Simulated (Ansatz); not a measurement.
A nudged elastic band was laid between two geometries of BClH₆Si₂ (10 atoms, charge 0, multiplicity 1).

Theory: RKS r2SCAN-D4/STO-3G in Ansatz.

| Quantity | Value |
| --- | --- |
| movable images | 7 |
| climbing image | yes |
| spring | 5.0 eV/Å² |
| optimiser | quadratic models (default) |
| start path | IDPP |
| force threshold | 0.05 eV/Å |
| iteration limit | 60 |
| end points | relaxed |

First end point:

```xyz
10
Properties=species:S:1:pos:R:3
B -1.183 1.478 -0.161
Si 0.469 0.563 -0.642
Si 0.626 -1.336 0.589
Cl -1.094 -2.543 0.341
H -2.170 1.332 -0.779
H -1.239 2.164 0.789
H 1.650 1.333 -0.307
H 0.552 0.197 -2.039
H 1.751 -2.165 0.199
H 0.721 -1.075 2.013
```

Last end point:

```xyz
10
Properties=species:S:1:pos:R:3
B -1.341 1.061 -0.841
Si 0.520 0.731 -0.369
Si 0.648 -1.265 0.701
Cl -0.454 -1.225 2.507
H -1.809 0.596 -1.812
H -2.050 1.687 -0.147
H 1.095 1.737 0.497
H 1.374 0.596 -1.532
H 0.093 -2.357 -0.075
H 2.007 -1.612 1.073
```

**Question.** What changes between the two ends?

**Answer.** No bond is made or broken. The dihedral B1–Si2–Si3–Cl4 goes from 55 to -63°.

**Question.** Give the energies along the band, and the barrier.

**Answer.** It converged. The highest image is number 5 of 0 to 8, 0.3 kcal/mol above the ends, which have the same energy within 2 meV. A vibrational analysis at the climbing image gives no mode beyond 40i cm⁻¹: the surface is too flat there to confirm a saddle point. Limits of this set-up: minimal basis.

```tsv
image	path coordinate (Å)	energy (kcal/mol)	dihedral B1–Si2–Si3–Cl4 (°)
0	0.00	0.0	55
1	0.57	0.1	41
2	1.13	0.2	26
3	1.71	0.2	11
4	2.29	0.2	-4
5	2.87	0.3	-18
6	3.44	0.2	-33
7	4.01	0.0	-48
8	4.58	0.0	-63
```

**Question.** What is the geometry of the highest image?

**Answer.** 
```xyz
10
Properties=species:S:1:pos:R:3
B -1.329 1.118 -0.700
Si 0.559 0.694 -0.432
Si 0.694 -1.257 0.719
Cl -1.160 -1.653 1.664
H -1.929 0.685 -1.611
H -1.917 1.796 0.057
H 1.261 1.704 0.331
H 1.271 0.499 -1.678
H 0.953 -2.405 -0.127
H 1.680 -1.233 1.782
```

The run took 2 min on 1 thread of Intel(R) Xeon(R) Processor @ 2.70GHz, with other jobs on the host, peak memory 0.13 GiB.
